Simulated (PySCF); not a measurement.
C3H6N2Si. Atoms are numbered in the order given.

```xyz
12

N     -3.3580     0.8218    -0.7209
C     -2.5223     0.3820    -0.0547
C     -1.4386    -0.1783     0.7621
C     -0.1278    -0.2858    -0.0015
N      0.9764    -0.0525     0.5612
Si     2.5373    -0.2011    -0.2457
H     -1.2786     0.4328     1.6623
H     -1.7409    -1.1880     1.0909
H     -0.2301    -0.6034    -1.0628
H      3.2162     1.1204    -0.1872
H      2.3731    -0.6267    -1.6721
H      3.3411    -1.2127     0.4912
```
Charge 0, spin multiplicity 1.

The structure is a stationary point at ωB97X-D3(BJ)/def2-SVP. The structure was generated by enumeration; whether it is a known compound was not checked. One conformer was computed; it need not be the lowest.

Calculation: KT2/pcSseg-1 (PySCF).

GIAO shieldings, no solvent; atoms listed in one row are averaged. δ = σ(ref) − σ: ¹⁵N against NH3 (σ = 266.2 ppm); ¹³C against TMS (σ = 185.1 ppm); ²⁹Si against TMS (σ = 361.9 ppm); ¹H against TMS (σ = 31.47 ppm), references at their B3LYP-D3(BJ)/def2-TZVP geometries, non-relativistic.

```json
[
 {"nucleus": "¹⁵N", "atoms": "N5", "count": "1", "δ (ppm)": "363.1"},
 {"nucleus": "¹⁵N", "atoms": "N1", "count": "1", "δ (ppm)": "292.2"},
 {"nucleus": "¹³C", "atoms": "C4", "count": "1", "δ (ppm)": "166.7"},
 {"nucleus": "¹³C", "atoms": "C2", "count": "1", "δ (ppm)": "108.8"},
 {"nucleus": "¹³C", "atoms": "C3", "count": "1", "δ (ppm)": "35.0"},
 {"nucleus": "²⁹Si", "atoms": "Si6", "count": "1", "δ (ppm)": "-39.9"},
 {"nucleus": "¹H", "atoms": "H9", "count": "1", "δ (ppm)": "8.59"},
 {"nucleus": "¹H", "atoms": "H10, H11, H12", "count": "3", "δ (ppm)": "5.14"},
 {"nucleus": "¹H", "atoms": "H8", "count": "1", "δ (ppm)": "3.48"},
 {"nucleus": "¹H", "atoms": "H7", "count": "1", "δ (ppm)": "3.31"}
]
```
